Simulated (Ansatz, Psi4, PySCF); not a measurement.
Molecule: C₂H₄F₂ (charge 0, singlet). SMILES: CC(F)F
Geometry: optimised at B3LYP-D3(BJ)/def2-TZVP (Ansatz, an electronic-structure program).

Wanted: vertical triplet-singlet gap, E(triplet) - E(singlet), in eV. Conventions: 6-311+G** with 5d; six Cartesian d functions in 6-31G* and its kin unless marked 5d; UHF or UKS for open shells; frozen cores in correlated levels; no dispersion term unless named; each state is the SCF solution reached for its charge and spin; spin-orbit terms left out; non-relativistic. CBS marks a two-point X^-3 extrapolation of the correlation energy; Hartree-Fock from the larger set. First-principles rows: single points at B3LYP-D3(BJ) geometries (Ansatz). Levels can end on unlike triplets.

Coupled cluster (Ansatz) is a level with limits of its own, used here on species with T1 under 0.025 (0.045 for open shells) and stable references: CCSD(T)/CBS(aug-cc-pVTZ,aug-cc-pVQZ).

Value to compare with, CCSD(T)/CBS(aug-cc-pVTZ,aug-cc-pVQZ) (Ansatz): 9.34 eV.

| level | program | vertical triplet-singlet gap, E(triplet) - E(singlet) (eV) | difference |
|---|---|---|---|
| HF/6-31G* | Ansatz | 11.27 | 1.93 |
| HF/6-311+G** | Ansatz | 9.83 | 0.49 |
| PBE/6-31G* | Ansatz | 9.63 | 0.29 |
| PBE/6-311+G** | Ansatz | 8.29 | -1.05 |
| B3LYP/STO-3G | Ansatz | 10.84 | 1.50 |
| B3LYP/3-21G | Ansatz | 10.36 | 1.02 |
| B3LYP/6-31G* | Ansatz | 10.26 | 0.92 |
| B3LYP/6-311+G** | Ansatz | 8.89 | -0.45 |
| M06-2X/6-31G* (5d) | PySCF | 10.90 | 1.56 |
| wB97X-D/6-31G* | Psi4 | 10.64 | 1.30 |
| MP2/6-31G* | Ansatz | 11.13 | 1.79 |
| MP2/6-311+G** | Ansatz | 9.54 | 0.20 |
| PBE0/def2-TZVPD | Ansatz | 8.90 | -0.44 |
| wB97X-V/def2-TZVPD | Ansatz | 9.34 | 0.00 |

Among the 12 habitual levels, HF/6-31G* lies farthest from CCSD(T)/CBS(aug-cc-pVTZ,aug-cc-pVQZ) (Ansatz) (1.93 eV) and MP2/6-311+G** nearest (0.20); 10 of 12 lie above it, and their mean absolute difference is 1.04 eV, the median 1.04. One case shows no general order.

The levels are drawn from those run, B3LYP/6-31G* more often than the rest, none by its result; left out are runs that failed, that the program found above a lower state of the same kind, or whose <S^2> lies over 0.5 above the pure value.
